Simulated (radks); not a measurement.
Values are calculated unless marked as measured or tabulated.
Species: Tm III. Configuration: [Xe] 4f12 6s1 (not the ground configuration).

Code: a radial shooting solver on a logarithmic mesh with Libxc functionals. Model: scalar-relativistic Kohn-Sham, PBE, spin-polarised, spherical densities, point nucleus; open shells are filled with parallel spins first (spin-orbit coupling, left out, can overturn this in heavy ions).

Energy parts (hartree):
| part | energy |
|---|---|
| total | -13566.6129 |
| kinetic | 14748.3911 |
| electron-nucleus | -33289.3420 |
| Hartree | 5258.6787 |
| exchange-correlation | -284.3407 |

Orbitals (lengths in bohr, moments of r in powers of bohr; <r^-3> diverges for s and p1/2; r(max) is where P^2 peaks):
| orbital | occ. | eigenvalue (hartree) | <r> | <r^-3> | r(max) |
|---|---|---|---|---|---|
| 1s up | 1 | -2179.810 | 0.02001 | - | 0.01261 |
| 1s down | 1 | -2179.810 | 0.02001 | - | 0.01261 |
| 2s up | 1 | -368.5090 | 0.08487 | - | 0.07188 |
| 2s down | 1 | -368.5079 | 0.08487 | - | 0.07188 |
| 2p up | 3 | -325.4400 | 0.07542 | 15130 | 0.05855 |
| 2p down | 3 | -325.4391 | 0.07541 | 15130 | 0.05855 |
| 3s up | 1 | -83.55145 | 0.2210 | - | 0.2032 |
| 3s down | 1 | -83.51758 | 0.2209 | - | 0.2032 |
| 3p up | 3 | -70.51248 | 0.2203 | 3279 | 0.2002 |
| 3p down | 3 | -70.47860 | 0.2203 | 3282 | 0.2002 |
| 3d up | 5 | -54.42165 | 0.1999 | 433.0 | 0.1633 |
| 3d down | 5 | -54.39578 | 0.1998 | 433.3 | 0.1633 |
| 4s up | 1 | -17.21611 | 0.4974 | - | 0.4642 |
| 4s down | 1 | -17.14651 | 0.4975 | - | 0.4642 |
| 4p up | 3 | -12.92780 | 0.5278 | 744.1 | 0.4855 |
| 4p down | 3 | -12.85938 | 0.5279 | 743.4 | 0.4854 |
| 4d up | 5 | -7.23521 | 0.5699 | 82.82 | 0.5007 |
| 4d down | 5 | -7.16788 | 0.5703 | 82.69 | 0.5007 |
| 5s up | 1 | -2.76311 | 1.208 | - | 1.081 |
| 5s down | 1 | -2.72819 | 1.211 | - | 1.084 |
| 5p up | 3 | -1.74940 | 1.419 | 98.14 | 1.231 |
| 5p down | 3 | -1.72038 | 1.421 | 97.14 | 1.236 |
| 4f up | 7 | -1.00628 | 0.7484 | 12.15 | 0.4924 |
| 4f down | 5 | -0.94473 | 0.7559 | 12.03 | 0.4931 |
| 6s up | 1 | -0.64805 | 3.115 | - | 2.807 |
| 6s down | 0 | -0.60511 | 3.074 | - | 2.791 |

The highest occupied level is 6s up at -17.634 eV. The density falls to 0.001 e/bohr^3 at r = 4.09 bohr.
